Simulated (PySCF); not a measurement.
## [CoH2]+: from structure and modes to constants

All numbers come from UPBE0/[Co def2-TZVP, H def2-TZVP], no relativity, density fitting, PySCF.

The triplet minimum has C2v symmetry. Masses (u): Co 58.93320, H 1.00782.

```xyz
3
charge 1 multiplicity 3, angstrom
Co    0.0000   -0.0579    0.0000
H     0.0000    1.6938    0.3971
H     0.0000    1.6938   -0.3971
```

Harmonic wavenumbers (cm⁻¹): 784.8 (a1, ×1), 1125.4 (b2, ×1), 3708.8 (a1, ×1).

Find the principal moments of inertia and the rotational constants. What kind of rotor is it?

About the centre of mass I = 0.31783, 5.9809, 6.2987 u Å². With B = 16.8576/I this gives 53.04, 2.819, 2.676 cm⁻¹. The molecule is an asymmetric top with κ = -0.99.

Find the vibrational entropy and heat capacity at 298.15 K.

With u = 1.43878 ω/T, each mode gives S = R[u/(eᵘ−1) − ln(1−e⁻ᵘ)] and C = R u² eᵘ/(eᵘ−1)².
```tsv
ω (cm⁻¹)	u	S (J/(mol K))	C (J/(mol K))
784.8	3.787	0.92	2.83
1125.4	5.431	0.24	1.08
3708.8	17.897	0.00	0.00
```
The sums over all modes are S = 1.2 and C = 3.9 J/(mol K); the softest mode gives 80 % of the entropy.

Give the standard entropy (298.15 K, 1 bar) by its translational, rotational, vibrational and spin parts, and Cp.

Sackur–Tetrode with M = 60.95 u gives 160.1; rotation with symmetry number 2 gives 53.1; vibration 1.2; spin R ln 3 = 9.1. The total is 223.5 J/(mol K), and Cp = 4 R + 3.9 = 37.2 J/(mol K).

Other isomers or separated fragments may lie lower. Other spin states or occupations of the open shell can lie lower.
